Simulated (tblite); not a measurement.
Compound: C₄H₁₂OSi₂.
Atom-mapped SMILES: `[SiH3:1][O:2][SiH2:3][CH2:4][CH:5]1[CH2:6][CH2:7]1` (hydrogens: H8, H9, H10 on Si1; H11, H12 on Si3; H13, H14 on C4; H15 on C5; H16, H17 on C6; H18, H19 on C7)

Computed with GFN2-xTB (tblite), gas phase: L-BFGS steps from a force-field or distance-geometry start until the largest atomic force falls under 0.01 eV/Å.

The end geometry, which sets the zero of energy:
```
atom  x, y, z in Å
Si1     3.7272   -0.5943   -0.0184
O2      2.4505    0.3945    0.0639
Si3     0.9737    1.0370    0.2536
C4     -0.2927   -0.3579    0.5134
C5     -1.6974    0.1619    0.6932
C6     -2.5026    0.5543   -0.5063
C7     -2.8747   -0.6687    0.2794
H8      4.0549   -1.0015    1.3474
H9      4.7865    0.1997   -0.6343
H10     3.3531   -1.7467   -0.8387
H11     0.7134    1.7834   -0.9772
H12     1.0639    1.9059    1.4283
H13    -0.0164   -0.9530    1.3886
H14    -0.2728   -1.0394   -0.3403
H15    -1.8218    0.7731    1.5794
H16    -3.1435    1.4206   -0.4448
H17    -2.0562    0.4148   -1.4791
H18    -3.7708   -0.6407    0.8812
H19    -2.6842   -1.6338   -0.1663
```

**Question.** These geometries come from the run, each turned onto the end geometry. Order them by energy, lowest first.
A.
```
atom  x, y, z in Å
Si1     3.8620   -0.4228    0.3010
O2      2.4009    0.0131   -0.2409
Si3     0.9425    0.7262   -0.2528
C4     -0.3749   -0.5956    0.1278
C5     -1.6302   -0.0113    0.7303
C6     -2.5415    0.8356   -0.1022
C7     -2.9775   -0.5324    0.3310
H8      3.8621   -0.3532    1.7632
H9      4.8273    0.5140   -0.2674
H10     4.0548   -1.7929   -0.1691
H11     0.7999    1.2690   -1.6050
H12     0.9528    1.7880    0.7541
H13     0.0230   -1.3523    0.8092
H14    -0.6362   -1.1187   -0.7946
H15    -1.5126    0.2905    1.7645
H16    -3.0119    1.6931    0.3527
H17    -2.2854    0.9838   -1.1394
H18    -3.7508   -0.6167    1.0800
H19    -3.0143   -1.3082   -0.4196
```
B.
```
atom  x, y, z in Å
Si1     3.7529   -0.5734    0.2286
O2      2.4802    0.3614   -0.1254
Si3     0.9912    1.0017   -0.0452
C4     -0.2837   -0.3974    0.1536
C5     -1.6146    0.0928    0.6676
C6     -2.6282    0.6525   -0.2814
C7     -2.8703   -0.6729    0.3788
H8      3.8142   -0.7469    1.6801
H9      4.9065    0.1570   -0.2873
H10     3.5515   -1.8565   -0.4438
H11     0.8369    1.7246   -1.3058
H12     0.9752    1.8955    1.1144
H13     0.1076   -1.1545    0.8403
H14    -0.4388   -0.9021   -0.8027
H15    -1.5532    0.5691    1.6389
H16    -3.2232    1.4970    0.0325
H17    -2.3889    0.6587   -1.3342
H18    -3.6304   -0.7354    1.1428
H19    -2.7950   -1.5620   -0.2288
```
C.
```
atom  x, y, z in Å
Si1     3.9562   -0.1819    0.3287
O2      2.3380   -0.3174    0.2410
Si3     0.9328    0.3148   -0.2827
C4     -0.5244   -0.8463    0.1393
C5     -1.6770   -0.0971    0.7714
C6     -2.3719    0.9699   -0.0208
C7     -3.0863   -0.3047    0.3085
H8      4.2675    0.0690    1.7270
H9      4.3878    0.9224   -0.5215
H10     4.4852   -1.4634   -0.1220
H11     1.0230    0.4845   -1.7409
H12     0.7616    1.6271    0.3431
H13    -0.2273   -1.6738    0.7871
H14    -0.8773   -1.2976   -0.7900
H15    -1.5536    0.0861    1.8318
H16    -2.6914    1.8660    0.4879
H17    -2.0206    1.1237   -1.0309
H18    -3.8677   -0.2636    1.0541
H19    -3.2647   -1.0084   -0.4882
```
D.
```
atom  x, y, z in Å
Si1     3.7852    0.0360    0.2758
O2      2.3629   -0.6387   -0.1327
Si3     0.8836    0.0045   -0.3045
C4     -0.5812   -1.1188    0.1295
C5     -1.5721   -0.1544    0.7336
C6     -2.1162    0.9606   -0.1070
C7     -3.0224   -0.1314    0.3913
H8      3.7303    0.4687    1.6716
H9      4.0651    1.2089   -0.5528
H10     4.7049   -1.0565    0.0172
H11     0.8636    0.5050   -1.6701
H12     0.7869    1.1225    0.6309
H13    -0.3658   -1.8825    0.8742
H14    -1.0299   -1.6230   -0.7244
H15    -1.3277    0.0800    1.7602
H16    -2.2333    1.9452    0.3263
H17    -1.8246    0.9557   -1.1498
H18    -3.6999    0.1569    1.1846
H19    -3.4195   -0.8296   -0.3309
```
E.
```
atom  x, y, z in Å
Si1     3.7582   -0.5730    0.0723
O2      2.4544    0.3816   -0.0219
Si3     0.9620    0.9976    0.1242
C4     -0.2905   -0.4068    0.4012
C5     -1.6723    0.1199    0.7021
C6     -2.5364    0.6190   -0.4151
C7     -2.8922   -0.6528    0.2984
H8      4.0106   -0.8853    1.4804
H9      4.8324    0.2226   -0.5164
H10     3.4619   -1.7879   -0.6855
H11     0.7266    1.7100   -1.1319
H12     1.0126    1.8937    1.2803
H13     0.0431   -1.0418    1.2277
H14    -0.3438   -1.0500   -0.4809
H15    -1.7320    0.6718    1.6329
H16    -3.1473    1.4937   -0.2489
H17    -2.1542    0.5383   -1.4216
H18    -3.7497   -0.6556    0.9548
H19    -2.7532   -1.5857   -0.2292
```

**Answer.** E (0.003 eV), B (0.014 eV), A (0.031 eV), C (0.090 eV), D (0.288 eV).

In the order of the answer:

| step | E above end (eV) | largest force (eV/Å) | rms force component (eV/Å) | rms distance from end (Å) | rms bond change (Å) | bond most changed (Å) |
| --- | --- | --- | --- | --- | --- | --- |
| 148 | 0.003 | 0.07 | 0.019 | 0.142 | 0.001 | Si1–H8 +0.002 |
| 125 | 0.014 | 0.02 | 0.006 | 0.364 | 0.001 | Si3–H11 -0.002 |
| 91 | 0.031 | 0.05 | 0.013 | 0.606 | 0.001 | Si3–C4 +0.003 |
| 40 | 0.090 | 0.13 | 0.052 | 0.906 | 0.005 | Si1–O2 +0.009 |
| 16 | 0.288 | 0.26 | 0.095 | 1.083 | 0.005 | Si1–H10 -0.012 |

What follows is the cost of the whole relaxation. The run took 4.2 s of wall time on one thread of an Intel Xeon at 2.50 GHz, no GPU (shared host).
